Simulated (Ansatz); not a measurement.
The same molecule with X = B, Al, In. Ansatz, PBE0-D4/def2-TZVP geometries, multiplicity 1. Each molecule was computed in one conformer, which needn't be the lowest.

Elements past krypton have def2 core potentials. Scalar relativity is left out up to krypton.

| X | molecule | mean X–Br bond length / Å | mean X–C bond length / Å | mean X–O bond length / Å | HOMO energy (PBE/def2-TZVPP) / eV | LUMO energy (B3LYP/def2-TZVPP) / eV | LUMO energy (PBE0/def2-TZVPP) / eV |
| --- | --- | --- | --- | --- | --- | --- | --- |
| B | `CB(O)Br` | 1.955 | 1.554 | 1.344 | -6.98 | -0.26 | -0.04 |
| Al | `[CH3][Al]([OH])[Br]` | 2.266 | 1.930 | 1.689 | -7.03 | -0.66 | -0.36 |

Give the row for X = In, `[CH3][In]([OH])[Br]`. (Best estimate.)

Computed: 
```csv
X,molecule,mean X–Br bond length / Å,mean X–C bond length / Å,mean X–O bond length / Å,HOMO energy (PBE/def2-TZVPP) / eV,LUMO energy (B3LYP/def2-TZVPP) / eV,LUMO energy (PBE0/def2-TZVPP) / eV
In,`[CH3][In]([OH])[Br]`,2.486,2.123,1.976,-6.71,-1.66,-1.34
```

From B to In the mean X–Br bond length rises at each step, by 0.531 Å in all; the mean X–C bond length rises at each step, by 0.569 Å in all; the mean X–O bond length rises at each step, by 0.632 Å in all; the HOMO energy (PBE/def2-TZVPP) isn't monotonic: highest at In, lowest at Al; the LUMO energy (B3LYP/def2-TZVPP) falls at each step, by 1.40 eV in all; the LUMO energy (PBE0/def2-TZVPP) falls at each step, by 1.30 eV in all. Bonds lengthen as the atom grows down the group.

B3LYP here is the variant with VWN-RPA as its local correlation; programs differ in this.

Spin–orbit coupling is left out; it splits and shifts lone-pair levels of the heavy atoms by tenths of an eV.
